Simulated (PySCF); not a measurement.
# How methods differ on the ionisation energy of Ir²⁺

Ir²⁺ [Xe] 4f14 5d7 (4F) → Ir³⁺ [Xe] 4f14 5d6 (5D), as a difference of total energies. Computed with PySCF 2.14 in x2c-TZVPPall with one added diffuse shell each of s, p, d, f type (12s8p8d4f1g, 113 functions), with the spin-free X2C one-electron Hamiltonian (Gaussian nucleus). Correlated levels: valence: [Xe] 4f14 frozen. The calculations carry no spin-orbit coupling.

```tsv
method	ionisation energy (eV)
UHF	27.477
MP2 (valence)	28.719
SCS-MP2 (valence)	28.853
CCSD (valence)	28.701
CCSD(T) (valence)	28.760
```

Problem. How much does correlation contribute at CCSD(T) (valence)?

Solution. 28.760 − (27.477) = 1.283 eV, measured against UHF.

A first-order spin-orbit estimate (lowest level to lowest level, LS coupling) adds 0.217 eV.

Errors of the correlated levels include the incompleteness of this basis and the frozen core.

For comparison: 28 ± 1.6 eV (theoretical estimate listed by NIST; NIST Atomic Spectra Database, ionization energies).
